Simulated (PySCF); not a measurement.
**Fractional electron number in Nb+ (niobium, charge +1)**

The 4d alpha orbital of [Kr] 4d4 is emptied in steps (occupation f), with all orbitals relaxed, ending at [Kr] 4d3. Calculation: PySCF 2.14, in x2c-TZVPall; scalar relativity by spin-free X2C-1e. The exact energy is a straight line in f; departures are measured from the line between the end points of the same method.

Question: Among PBE0, r2SCAN, LC-wPBE, which shows the largest delocalisation error (convex curve), and which is closest to linear?

Answer: Most convex: r2SCAN (-1.063 eV at f = 0.5); closest to linear: LC-wPBE (-0.136 eV).

```json
{"f": "1", "PBE0 (eV)": "0.000", "r2SCAN (eV)": "0.000", "LC-wPBE (eV)": "0.000"}
{"f": "0.9", "PBE0 (eV)": "-0.295", "r2SCAN (eV)": "-0.348", "LC-wPBE (eV)": "-0.046"}
{"f": "0.7", "PBE0 (eV)": "-0.697", "r2SCAN (eV)": "-0.862", "LC-wPBE (eV)": "-0.112"}
{"f": "0.5", "PBE0 (eV)": "-0.835", "r2SCAN (eV)": "-1.063", "LC-wPBE (eV)": "-0.136"}
{"f": "0.3", "PBE0 (eV)": "-0.706", "r2SCAN (eV)": "-0.909", "LC-wPBE (eV)": "-0.115"}
{"f": "0.1", "PBE0 (eV)": "-0.304", "r2SCAN (eV)": "-0.395", "LC-wPBE (eV)": "-0.050"}
{"f": "0", "PBE0 (eV)": "0.000", "r2SCAN (eV)": "0.000", "LC-wPBE (eV)": "0.000"}
```

```tsv
method	E(f=0) − E(f=1) (eV)	−ε at f=1 (eV)	−ε at f=0.5 (eV)
PBE0	14.385	11.136	14.359
r2SCAN	14.377	10.602	14.250
LC-wPBE	14.224	13.723	14.214
```

Reference removal energy between the ground levels: 14.32 eV (semi-empirical (NIST evaluation); NIST Atomic Spectra Database, ionization energies). The calculation has no spin-orbit coupling. The determinant left behind need not be the lowest term of the ion.
